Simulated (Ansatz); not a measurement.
Geometry optimisation, Ansatz, RHF/def2-SVP.

Input:

```yaml
crystal:
  periodic: [false, false, false]
  atoms:
    - { symbol: B, position_ang: [0.0, 0.0, 0.0] }
    - { symbol: C, position_ang: [0.0, 0.0, 1.95] }
    - { symbol: H, position_ang: [-0.9996, -0.3092, 2.3205] }
    - { symbol: H, position_ang: [0.7676, -0.7111, 2.3205] }
    - { symbol: H, position_ang: [0.232, 1.0203, 2.3205] }
    - { symbol: F, position_ang: [1.1431, 0.0, -0.66] }
    - { symbol: F, position_ang: [-1.1431, 0.0, -0.66] }
    - { symbol: O, position_ang: [-0.219, -1.6079, 0.5392] }
    - { symbol: Si, position_ang: [-0.8631, -2.8547, -0.3844] }
    - { symbol: H, position_ang: [-0.0648, -4.0627, -0.197] }
    - { symbol: H, position_ang: [-2.2382, -3.1111, 0.0341] }
    - { symbol: H, position_ang: [-0.847, -2.4754, -1.7942] }
    - { symbol: H, position_ang: [-0.1495, -1.0979, 1.5797] }
basis:
  gaussian: { orbitals: def2-SVP }
hamiltonian:
  xc: hf
relax:
  f_tol: 0.15
  max_steps: 25
  restrain:
    - { distance: [0, 7], at: 2.61, k: 30.0 }
    - { distance: [12, 1], at: 2.31, k: 30.0 }
    - { distance: [0, 1], at: 1.6, k: 30.0 }
    - { distance: [12, 7], at: 1.01, k: 30.0 }
output:
  orbitals: {}
```

Launched with:

```bash
$ ansatz run input.yaml --threads 2 --pin off --max-ram 3072MiB --backend cpu --events-out ev --progress --plain --runs-dir out
```

Task: Where does it end, and by what steps?

Result: It converged. The restraints hold the end off the free minimum. After 11 steps the energy has fallen by 4.714 eV (the restraints' own energy left out); H13 moved furthest, 0.87 Å. Parted: B1–O8 (1.71 → 2.61 Å), C2–H13 (1.17 → 2.32 Å).

| step | energy less start (eV) | largest force component (eV/Å) | accepted |
| --- | --- | --- | --- |
| 0 | 0.0000 | 7.826 | yes |
| 1 | -1.6567 | 3.878 | yes |
| 2 | -2.1046 | 5.865 | yes |
| 3 | -2.4959 | 5.270 | yes |
| 4 | -3.4319 | 3.598 | yes |
| 5 | -4.3004 | 2.218 | yes |
| 6 | -4.5391 | 1.704 | yes |
| 7 | -4.6465 | 1.413 | yes |
| 8 | -4.6658 | 1.601 | yes |
| 9 | -4.6944 | 1.417 | yes |
| 10 | -4.7017 | 1.458 | yes |
| 11 | -4.7141 | 1.315 | yes |

```xyz
13
Properties=species:S:1:pos:R:3
B 0.078 0.507 0.313
C 0.055 0.312 1.887
H -0.895 -0.086 2.244
H 0.882 -0.310 2.228
H 0.186 1.289 2.363
F 1.207 0.637 -0.342
F -1.026 0.693 -0.375
O -0.111 -2.092 0.315
Si -0.950 -3.300 -0.457
H -0.347 -4.619 -0.164
H -2.359 -3.316 -0.003
H -0.871 -3.022 -1.898
H -0.230 -1.905 1.256
```

Time of the run: 30 s on 2 threads of Arm Neoverse V2, on a shared host, peak memory 0.27 GiB.
